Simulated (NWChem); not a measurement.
System: GeH3Cl; SMILES [Cl][GeH3]

NWChem input:

```
start job
memory heap 200 mb stack 900 mb global 1100 mb
geometry units angstroms noautosym nocenter noautoz
  Ge     0.000000     0.000000    -0.696467
  Cl     0.000000     0.000000     1.490884
  H      1.417476    -0.402188    -1.145946
  H     -0.360433     1.428664    -1.145946
  H     -1.057043    -1.026476    -1.145946
end
basis spherical
  Ge library def2-svpd
  Cl library def2-svpd
  H library def2-svpd
end
dft
  xc xpbe96 cpbe96
  iterations 150
end
tddft
  nroots 8
end
task tddft energy
```

Structure relaxed at the B3LYP/6-31G* (spherical d) level.

Vertical excitations in the gas phase.

Question: Predict the main results of this run. (PBE/def2-SVPD, full TDDFT.) Quantities: lowest excitation, singlet (eV); oscillator strength of that lowest state; lowest triplet (eV); orbital gap (eV).

Answer: 
| Property | Result |
|---|---|
| lowest excitation, singlet (eV) | 6.03 |
| oscillator strength of that lowest state | 0.015 |
| lowest triplet (eV) | 5.59 |
| orbital gap (eV) | 5.84 |
